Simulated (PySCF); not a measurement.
Input of a run (PBE0-D3(BJ)/def2-SVP geometry optimisation, gas phase (PySCF 2.14.0)), started from GFN2-xTB:
```
{"job": {"xc": "PBE0", "basis": "def2-SVP", "d3": "d3bj", "grid": 1, "kind": "geom"}, "charge": 0, "multiplicity": 1}
C      1.540583     2.521710    -0.143038
C      0.836757     1.611412     0.852275
Ge     0.008219    -0.009760     0.000406
C     -0.899937    -1.070583     1.446896
C     -1.633545    -2.297780     0.926744
C      1.422116    -1.121267    -0.897653
C      2.474817    -1.643418     0.068241
C     -1.323454     0.546169    -1.397473
C     -2.417359     1.453765    -0.855261
H      1.971317     3.387142     0.359129
H      2.341906     1.987647    -0.649399
H      0.842225     2.878081    -0.897419
H      0.056633     2.168264     1.372304
H      1.545196     1.282352     1.612989
H     -1.600088    -0.419638     1.971296
H     -0.148571    -1.373508     2.176680
H     -0.946306    -2.965004     0.410403
H     -2.095922    -2.850053     1.744161
H     -2.414767    -2.007807     0.227170
H      0.943547    -1.958057    -1.407062
H      1.898974    -0.517330    -1.670112
H      2.963940    -0.819225     0.583130
H      2.019455    -2.288238     0.816777
H      3.237539    -2.216670    -0.457465
H     -1.769652    -0.350685    -1.827893
H     -0.793916     1.050606    -2.206199
H     -2.961538     0.959824    -0.052995
H     -3.128432     1.717906    -1.637058
H     -1.989642     2.372096    -0.458713
```

Output (energies in Eh, forces in Eh/bohr):
```
step   0  E = -2392.79330158  max force = 0.017136
step   1  E = -2392.79838077  max force = 0.005142
step   2  E = -2392.79875353  max force = 0.002003
step   3  E = -2392.79886535  max force = 0.001152
step   4  E = -2392.79887890  max force = 0.000561
step   5  E = -2392.79888397  max force = 0.000387
optimisation converged
```

Summarise the run.

The energy falls by 0.152 eV over 6 energy and gradient evaluations, the largest force component goes from 0.0171 to 3.9e-04 Eh/bohr, and the atoms move by 0.096 Å rms after alignment. Among the bonds, C2–Ge3, Ge3–C4 and Ge3–C6 change most and about equally (-0.043 to -0.042 Å). Bonds longer at the end by more than 0.005 Å: 20 of 28; shorter: 4. The energy never rose by more than 1e-6 Eh on the way. The first step brought 91 % of the lowering.

What are the final bond lengths?

C1–C2 1.523 Å, C2–Ge3 1.967 Å, Ge3–C4 1.968 Å, C4–C5 1.524 Å, Ge3–C6 1.967 Å, C6–C7 1.524 Å, Ge3–C8 1.968 Å, C8–C9 1.524 Å, C1–H10 1.102 Å, C1–H11 1.102 Å, C1–H12 1.102 Å, C2–H13 1.103 Å, C2–H14 1.103 Å, C4–H15 1.103 Å, C4–H16 1.103 Å, C5–H17 1.102 Å, C5–H18 1.102 Å, C5–H19 1.102 Å, C6–H20 1.103 Å, C6–H21 1.103 Å, C7–H22 1.102 Å, C7–H23 1.102 Å, C7–H24 1.102 Å, C8–H25 1.103 Å, C8–H26 1.103 Å, C9–H27 1.102 Å, C9–H28 1.102 Å, C9–H29 1.102 Å. Numbering counts from 1 in the input's order; the species is tetraethylgermane, `C[CH2][Ge]([CH2]C)([CH2]C)[CH2]C`.

The run used 244 basis functions and 36 SCF cycles in all. Time: 4.9 min. Hardware: Arm Neoverse V1, one thread, on a shared host.

Not checked by PBE0-D3(BJ)/def2-SVP frequencies. One conformer, not necessarily the lowest.

The values belong to the conformer `[CH3:1][CH2:2][Ge:3]([CH2:4][CH3:5])([CH2:6][CH3:7])[CH2:8][CH3:9]`: C1–C2–Ge3–C4 179°, C2–Ge3–C4–C5 -178°, C2–Ge3–C6–C7 57°, C2–Ge3–C8–C9 -55°.
